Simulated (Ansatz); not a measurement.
# Four-centre ligand exchange

Start structure (SiNH$_{4}$F$_{3}$, closed shell), relaxed at PBE0-D4/def2-TZVP:

```csv
atom,x (Å),y (Å),z (Å)
Si1,-0.6547,-0.7066,-0.2687
H2,0.5633,-1.4687,-0.5857
F3,-1.7477,-1.8081,-0.6866
F4,-1.0824,-0.5135,1.2601
F5,-1.1178,0.4721,-1.2452
H6,1.4373,0.4810,1.0520
N7,0.8339,0.8150,0.3088
H8,0.3547,1.6442,0.6433
H9,1.4135,1.0845,-0.4782
```

The step: SiHF₃ ([F][SiH]([F])[F]) + NH₃ → SiNH₂F₃ ([NH2][Si]([F])([F])[F]) + H₂; bonds formed: H2–H6; dative contacts that become bonds: Si1–N7; bonds broken: Si1–H2, H6–N7. Program: Ansatz 0.2.0. Basis: def2-TZVPP and def2-QZVPP. Cores are frozen in the correlated methods. Extrapolation: Hartree–Fock as exp(−7.88 √X), correlation as X^−2.97. Energies below are by CCSD(T) at an estimated basis limit (MP2 extrapolated from triple and quadruple zeta, plus CCSD(T) − MP2 in triple zeta).

**Question.** What are the electronic barrier and the energy of the step, from the start structure to the end structure? (Judge from chemistry; the value comes from the calculation.)

**Answer.** The calculation gives: Barrier 46.00 kcal/mol; step energy -6.50 kcal/mol (downhill); reverse barrier, their difference, 52.50 kcal/mol. Barrier and step energy count from the start structure, the reverse barrier from the end structure.

The saddle point: One imaginary mode of 1441i cm⁻¹.
| pair | start (Å) | saddle (Å) | end (Å) |
| --- | --- | --- | --- |
| Si1–N7 | 2.21 | 1.83 | 1.67 |
| H2–H6 | 2.69 | 1.09 | 0.75 |
| Si1–H2 | 1.47 | 1.75 | 4.38 |
| H6–N7 | 1.01 | 1.26 | 2.86 |

Zero-point energy (harmonic, PBE0-D4): ZPE is 35.65 kcal/mol at the start and 31.84 kcal/mol at the saddle, so the barrier goes from 46.00 to 42.19 kcal/mol.

T1 diagnostic: at most 0.012.

Labels in which every atom is bracketed show which atoms are joined, not bond orders.

For scale, one of the runs: CCSD(T)/def2-TZVPP, 222 basis functions (an equivalent command: `ansatz run in.yaml --threads 4`). Time: 2.1 min of wall clock on 4 CPU threads; the host was shared. Peak host memory: 3.8 GiB.
